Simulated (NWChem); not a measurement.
Atomisation of H$_{3}$ClF$_{2}$Si$_{2}$

```xyz
8

F     -2.1783     0.1965     0.8979
Si    -1.6199    -0.1038    -0.6008
Si     0.7048    -0.3917    -0.4766
F      1.0415    -1.7028     0.4178
Cl     1.5234     1.2544     0.4492
H     -1.9313     1.0644    -1.4734
H     -2.2914    -1.3271    -1.1254
H      1.3674    -0.5673    -1.7970
```
Charge 0, spin multiplicity 1.

All runs are NWChem calculations. The geometry was optimised at PBE0/def2-SVP, a minimum by its harmonic frequencies. It is one conformer; others weren't searched.

Basis set: def2-TZVP. The atomisation energy is electronic alone: no zero-point, thermal, spin-orbit or counterpoise terms. No value is extrapolated to the basis-set limit. Free atoms are single determinants with multiplicities F 2, Si 3, Cl 2, H 2.

B3LYP has NWChem's definition, with VWN1-RPA local correlation. The structure started from a generated list of species. No SCF solution was tested for a lower state.

Task: One of these methods gave an atomisation energy of 646.7 kcal/mol. Which?
(A) BP86
(B) B3LYP
(C) PBE
(D) BHandHLYP

Result: B, B3LYP. The others give 632.3 (BHandHLYP), 657.0 (PBE), 662.4 (BP86).
